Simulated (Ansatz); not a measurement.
The cluster KH₂⁻, relaxed as a triplet with UKS B3LYP-D4/def2-TZVPD in Ansatz, starting from the B3LYP-D4/def2-TZVPD geometry of the charge -1 singlet. Force threshold 0.02 eV/Å.

The highest occupied level of the charge -1 triplet lies above zero (up to 0.49 eV). It is a level of α spin, whose loss leaves a doublet; that state wasn't run at this geometry and level. The electron is either unbound and held by the finite basis, or the level is raised by self-interaction error. At PBE0-D4/def2-TZVPD a singlet of charge -1 lies 0.70 eV below the triplet, each at its own geometry. The structure comes from a short search, and lower isomers may exist.

Start:

```csv
atom,x (Å),y (Å),z (Å)
K1,0.000,-0.003,0.005
H2,1.614,1.739,0.843
H3,-1.615,-1.736,-0.848
```

```csv
step,energy (eV),largest force component (eV/Å),SCF passes
1,-16354.5183,0.012,38
2,-16354.5185,0.011,34
3,-16354.5187,0.012,36
4,-16354.5201,0.025,41
5,-16354.5267,0.064,40
6,-16354.5750,0.146,42
7,-16354.6434,0.164,37
8,-16354.7146,0.170,36
9,-16354.7979,0.252,34
10,-16354.9875,1.029,33
11,-16355.7787,0.121,31
12,-16355.8403,0.216,30
13,-16355.9224,0.228,28
14,-16356.0411,0.329,29
15,-16356.2108,0.439,29
16,-16356.4117,0.447,31
17,-16356.5768,0.358,33
18,-16356.6609,0.132,30
19,-16356.6703,0.098,30
20,-16356.6719,0.019,26
```

Force components are those of the run's own axes.

End:

```
atom   x (Å)   y (Å)   z (Å)
  K1   0.189  -0.998   1.690
  H2   0.538   1.180  -0.514
  H3  -0.727  -0.181  -1.176
```

Bonds lost: K1–H2, K1–H3 (atoms count from 1).

The force fell under the threshold at step 1, but the optimiser went on and released 2.154 eV more. No frequencies were taken in this run, so the end may be a saddle point.

Run time 11 s (4 threads of Arm Neoverse V2 on a shared host).
